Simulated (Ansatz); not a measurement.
HgO2H2⁺, that is Hg(OH)2 with one electron fewer. Charge 1, multiplicity 2. Geometry r2SCAN-D4/def2-TZVP, that of the neutral singlet; atoms count from 1.

Cartesian coordinates in Å:
```
Hg 0.106 -0.015 0.168
O -1.302 -1.049 1.071
H -1.660 -1.683 0.437
O 1.610 1.005 -0.585
H 1.246 1.742 -1.092
```

In the def2 sets Hg takes a core potential; there is no spin–orbit coupling.

**Question.** Estimate the Mulliken populations from the PBE0/def2-TZVP orbitals of Ansatz.

**Answer.** 
```csv
atom,charge (e),spin (α − β),d electrons
Hg1,1.00,0.01,9.78
O2,-0.39,0.50,–
H3,0.39,-0.01,–
O4,-0.39,0.50,–
H5,0.39,-0.01,–
```
Mulliken values and Mayer orders depend strongly on the basis.

**Question.** Where does the spin sit?

**Answer.** Summed by element: Hg 0.01, O 1.01, H -0.02, of 1 unpaired in all. Largest on single atoms: O2 0.50, O4 0.50, H3 -0.01.

**Question.** And the Mayer bond orders between bonded heavy atoms (over 0.3)?

**Answer.** Hg1–O2 0.80 (1.97 Å); Hg1–O4 0.80 (1.97 Å). Values over 0.3 also appear between atoms too far apart for a bond (O2–O4 0.46 at 3.93 Å); they arise where an orbital or an unpaired electron spreads over both atoms.
